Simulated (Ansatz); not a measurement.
Ansatz (an electronic-structure program) input (B3LYP-D3(BJ)/def2-TZVP):

Ansatz 0.2 input:
```yaml
crystal:
  periodic: [false, false, false]
  atoms:
    - {symbol: F, position_ang: [2.27131241, -0.26124153, -0.02575085]}
    - {symbol: B, position_ang: [1.07296290, -0.13153925, -0.02052850]}
    - {symbol: B, position_ang: [-0.69701651, 0.08199554, -0.00531618]}
    - {symbol: F, position_ang: [-1.18819536, 1.26366816, 0.09033523]}
    - {symbol: F, position_ang: [-1.46623719, -0.94163178, -0.08642419]}
basis:
  gaussian:
    orbitals: def2-TZVP
hamiltonian:
  xc: b3lyp
  dispersion: d3bj
total_charge: 1
relax: {f_tol: 0.002, max_steps: 150}
```

End of the output:

```
relax step   7: F+E_penalty+E_count = -9501.96105964 eV  Δ(F+E_penalty+E_count) = -1.497e-5 eV  max|allowed force component| = 2.057e-4 eV/Å  Δτ_max = 0.0022 Å  (31 SCF iters, accepted)
integrals: 0.05 GiB planned
806 factors; their error is unknown
mean field: 0.51 GiB planned
mean field evaluation 64: about -9501.4431 eV, gradient 1.4e1 eV
mean field -9501.85404268 eV, -349.1866954806 hartree, gradient 5.0e-5 eV, S^2 0.000000; 1 other end points of the search recorded, 0 dependent functions left out
the calculation of the forces begins
reference -9501.85423266 eV, -349.1867024621 hartree; 18, 18 occupied and 137, 137 virtual orbitals, 806 factors
Total energy: -9501.96124962 eV, -349.1906352628 hartree
Atom 0 at     2.239927    -0.265791    -0.027635 Å, force     0.000075     0.000021    -0.000147 eV/Å
Atom 1 at     1.029218    -0.120985    -0.017952 Å, force    -0.000032    -0.000036     0.000206 eV/Å
Atom 2 at    -0.723368     0.088587    -0.003720 Å, force    -0.000136     0.000007     0.000078 eV/Å
Atom 3 at    -1.138518     1.302231     0.092752 Å, force     0.000032    -0.000143    -0.000080 eV/Å
Atom 4 at    -1.414433    -0.992792    -0.091129 Å, force     0.000061     0.000151    -0.000056 eV/Å
Dipole moment:     0.726288    -0.086835    -0.005974 e Å
```
